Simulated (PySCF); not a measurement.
## Ionising CsH

PBE; PySCF, scalar-relativistic core potentials, basis sets Cs def2-TZVP with ECP46, H def2-TZVP. Neutral (UKS): singlet (closed shell), Re = 2.509 Å, ωe = 854 cm⁻¹, De = 1.75 eV, HOMO -3.17 eV, LUMO -1.41 eV.

CsH⁺ (UKS): doublet (σ ↑), Re = 3.682 Å, ωe = 138 cm⁻¹, De = 0.03 eV to Cs⁺ + H. The energies at the minima are -20.71091 hartree for CsH and -20.50154 for CsH⁺.

(1) Work out the adiabatic ionisation energy, without and with harmonic zero-point energies (1 hartree = 27.2114 eV, 1 eV = 8065.5 cm⁻¹), and the change of the bond length.

Weak bonds: CsH⁺. Basis-set superposition, not corrected here, can be much of De in a small basis, most of all at correlated wavefunction levels. Spin–orbit coupling is left out. For an ion De counts to the pair picked by the measured ionisation energies or electron affinities, which need not be the lowest pair at this level. States were picked by a PBE0 search and need not be the measured ground states.

Results:

(1) At PBE: 0.20937 hartree = 5.697 eV between the minima; the zero-point term (138.0 − 854.0)/2 cm⁻¹ = -0.044 eV makes it 5.653 eV. Re changes by +117.3 pm against the neutral. Minus the HOMO energy is 3.17 eV, -2.53 eV from the value between the minima; self-interaction puts the Kohn–Sham level too high, less so with exact exchange. The electron leaves a σ orbital, and the ion is left as a loose complex of an ion and an atom.
